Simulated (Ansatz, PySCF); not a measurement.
Here is a job for PySCF.
```python
from pyscf import gto, scf, dft

mol = gto.M(
    atom='''
W     0.03276909    0.01661360   -0.03832689
O     1.06473280    0.53980879   -1.24531676
F     0.85407835   -0.92010144    1.24100277
F    -1.27389095   -1.04545804   -0.63272718
F    -0.79605128    1.34912875    0.81380483
''',
    basis='def2-svp',
    ecp={'W': 'def2-svp'},
    charge=1,
    verbose=4,
)

mf = dft.RKS(mol)
mf.xc = 'b3lyp5'
mf.grids.atom_grid = (99, 590)
mf.grids.prune = None
mf.kernel()
```

**Question.** Convert this to an input for Ansatz (a first-principles code).

**Answer.** One answer among several that fit: 
Ansatz 0.2 input:
```yaml
crystal:
  periodic: [false, false, false]
  atoms:
    - {symbol: W, position_ang: [0.03276909, 0.01661360, -0.03832689]}
    - {symbol: O, position_ang: [1.06473280, 0.53980879, -1.24531676]}
    - {symbol: F, position_ang: [0.85407835, -0.92010144, 1.24100277]}
    - {symbol: F, position_ang: [-1.27389095, -1.04545804, -0.63272718]}
    - {symbol: F, position_ang: [-0.79605128, 1.34912875, 0.81380483]}
basis:
  gaussian:
    orbitals: def2-SVP
hamiltonian:
  xc: b3lyp5
total_charge: 1
accuracy: high
```

Both were run: PySCF gave -441.243558 Eh and Ansatz -441.243556 Eh, 0.002 mEh apart.
